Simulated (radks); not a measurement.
The numbers below are computed, except where a source is named.
Problem. Ionisation of the beryllium ion Be2+, [He], to Be3+, 1s1, under several functionals. Non-relativistic Kohn-Sham, spin-polarised, spherical densities, point nucleus; open shells are filled with parallel spins first; a radial shooting solver on a logarithmic mesh with Libxc functionals. Known Delta-SCF values: LDA (Slater exchange, Perdew-Wang correlation) 151.91 eV; exchange-only r2SCAN 152.82 eV. What does exchange-only PBE give, and what is its highest occupied eigenvalue?

Solution. 152.37 eV by Delta-SCF; the 1s eigenvalue is -131.38 eV. NIST: 153.90 eV (theoretical).
